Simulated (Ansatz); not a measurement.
`C[B](C)[SnH3]` → B• + 2 C• + 9 H• + Sn•  (atomization)

Gas-phase electronic energies from Ansatz, PBE0-D4/def2-TZVP geometries. CCSD(T)/CBS adds triple-zeta CCSD(T) − MP2 to the extrapolated MP2 energy (def2 sets, frozen cores). This one scheme is used for every species, atoms too. Functionals use def2-TZVPP. B3LYP here is the variant with VWN-RPA as its local correlation; programs differ in this. No spin–orbit coupling; open shells (•) take unrestricted orbitals. Spin–orbit coupling would lower the free atoms: a little for B, C; strongly for Sn. def2 core potentials past Kr. Bonds to Sn are less sure, by a few kJ/mol each and by 10 to 20 or more in all where they break to atoms, as the def2 sets lack core-valence functions.

CCSD(T)/CBS gives +4366.8 kJ/mol.

Task: Another level gave +3326.5 kJ/mol. Which?
A. B3LYP-D4/def2-TZVPP
B. r2SCAN-D4/def2-TZVPP
C. B2PLYP/def2-TZVPP
D. HF/def2-TZVPP

Result: D. HF/def2-TZVPP 3326.5, r2SCAN-D4 4378.1, B3LYP-D4 4369.3, B2PLYP 4313.6 kJ/mol.

Largest T1 diagnostic among the species: 0.014.

The D4 term adds +38.9 kJ/mol with B3LYP and +20.6 kJ/mol with PBE0; it sums over pairs of atoms, weighted by their polarisabilities, and B3LYP, whose exchange is more repulsive, gets the larger term. From PBE to PBE0 (25 % exact exchange), in def2-TZVPP and without D4, ΔE moves by −23.6 kJ/mol: exact exchange takes away binding that semilocal exchange gives to molecules. In def2-TZVPP, CCSD(T) changes the Hartree–Fock value by +953.3 kJ/mol (the triples alone add +44.7 kJ/mol) and MP2 by +939.7 kJ/mol; breaking electron pairs costs correlation energy, which Hartree–Fock lacks.

For atomizations the MP2-based limit and the directly extrapolated one differ by several kJ/mol either way, and by 10 to 25 for some Ge, Se and Sn compounds, so smaller differences from it don't rank the levels.
